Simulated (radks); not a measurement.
Results of a calculation; reference values are marked as such.
Problem. These are the eigenvalues of the occupied orbitals of an atom or ion with whole-number occupations (eV). Level of theory: Dirac Kohn-Sham, PBE, spin-unpolarised, spherical densities, finite nucleus; Fermi nuclear charge, rms radius of each element as measured or else 0.836 A^(1/3) + 0.57 fm (a radial shooting solver on a logarithmic mesh with Libxc functionals).

| orbital | eigenvalue |
|---|---|
| 1s1/2 | -78341.56 |
| 2s1/2 | -15606.10 |
| 2p1/2 | -15060.49 |
| 2p3/2 | -13426.84 |
| 3s1/2 | -5319.592 |
| 3p1/2 | -5079.921 |
| 3p3/2 | -4707.465 |
| 3d3/2 | -4316.222 |
| 3d5/2 | -4234.494 |
| 4s1/2 | -2578.496 |
| 4p1/2 | -2475.277 |

Which element is it, and in what charge state? The configuration may be excited. Open shells, if any, fill j = l - 1/2 first.

Solution. Z = 77, iridium, charge +46: Ir46+ in [Ar] 3d10 4s2 4p1. The list shows which subshells hold electrons but not how many an open one holds; the 1s level, -2879 hartree, gives Z - s = 75.9 by -(Z - s)^2/2, which with screening and relativity narrows Z to a few neighbours, and the depths of the outer levels then fix element, charge and occupations together.
